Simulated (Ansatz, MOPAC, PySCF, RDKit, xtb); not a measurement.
Dimer: NH3 (SMILES N) (first 4 atoms) with C2H6O (SMILES CCO); geometry from B3LYP-D3(BJ)/def2-TZVP, rigid monomers moved along the line of their centres of mass till N1···H13 is 3.45 Å.
(charge 0, multiplicity 1):
```xyz
13

N      0.028    -0.066     0.461
H     -0.920    -0.345     0.235
H      0.275     0.703    -0.152
H      0.639    -0.844     0.240
C     -0.159    -1.224     5.782
C     -0.542     0.240     5.606
O      0.342     0.940     4.753
H     -0.832    -1.722     6.487
H      0.861    -1.307     6.159
H     -0.213    -1.758     4.830
H     -1.577     0.311     5.243
H     -0.508     0.751     6.571
H      0.236     0.590     3.847
```

| level | interaction energy (kcal/mol) | cost |
|---|---|---|
| MMFF94 | -1.43 | - |
| AM1 | -0.71 | - |
| PM6 | -1.16 | - |
| GFN2-xTB | -1.36 | - |
| B3LYP/6-311+G** (no counterpoise) | -1.81 | - |
| B3LYP-D3(BJ)/def2-TZVPPD | -1.74 | ×1 |
| PBE0-D3(BJ)/def2-TZVPPD | -1.88 | ×1 |
| PBE0-D4/def2-TZVPPD | -1.88 | ×1 |
| M06-2X/6-31G* (no counterpoise) | -2.43 | - |
| wB97X-V/def2-TZVPPD | -1.82 | ×3 |
| MP2/6-31G* | -2.04 | - |
| MP2/aug-cc-pVDZ | -1.77 | - |
| CCSD/aug-cc-pVDZ | -1.73 | - |
| CCSD(T)/aug-cc-pVDZ | -1.77 | ×10 |

The rows run from -2.43 (M06-2X/6-31G* (no counterpoise)) to -0.71 kcal/mol (AM1). In aug-cc-pVDZ the value moves MP2 -1.77, CCSD -1.73, CCSD(T) -1.77, a shift of 0.01 from MP2 to CCSD(T).

Monomers are frozen at their geometry in the pair; levels with a basis set take the counterpoise correction. Rows marked so take none.

Cores are frozen in the correlated methods. Rows in 6-311+G**, 6-31G* carry no dispersion term and start afresh at each structure (6-31G* with six Cartesian d functions). MP2/6-31G* freezes PySCF's default core. The state reached by AM1, PM6 isn't checked.

Run with Ansatz (Gaussian orbitals); MOPAC for AM1, PM6 (differences of heats of formation); PySCF for 6-311+G** rows, 6-31G* rows, the dispersion terms; RDKit for the force fields; xtb for the GFN methods. Each number belongs to the level named beside it.

Costs are rough ratios of core time to PBE/def2-TZVPPD (about 13 s over the structures, on one shared machine); a dash marks a level with no comparable run of its own.

Ansatz is a first-principles code.
